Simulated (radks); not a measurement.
Results of a calculation; reference values are marked as such.
Valence configurations of Co2+ (all share [Ar]). Level of theory: scalar-relativistic Kohn-Sham, PBEsol, spin-unpolarised, spherical densities, finite nucleus; Fermi nuclear charge, rms radius 3.7875 fm (a radial shooting solver on a logarithmic mesh with Libxc functionals). Energies are relative to 3d7; eigenvalues in eV.

valence,E (eV),e(3d),e(4p),e(4s)
3d7,0.000,-27.035,-,-
3d6.5 4s0.5,3.623,-30.140,-,-21.918
3d6.5 4p0.5,6.884,-30.814,-15.796,-
3d6 4s1,8.256,-33.462,-,-23.114
3d6 4p1,15.056,-34.784,-17.073,-
3d5 4s2,20.983,-40.703,-,-25.452
3d5 4p2,35.747,-43.220,-19.401,-

NIST lists [Ar] 3d7 as the ground configuration; this level of theory agrees among the configurations tried. The energies are those of spherical spin-averaged densities, not of single terms.
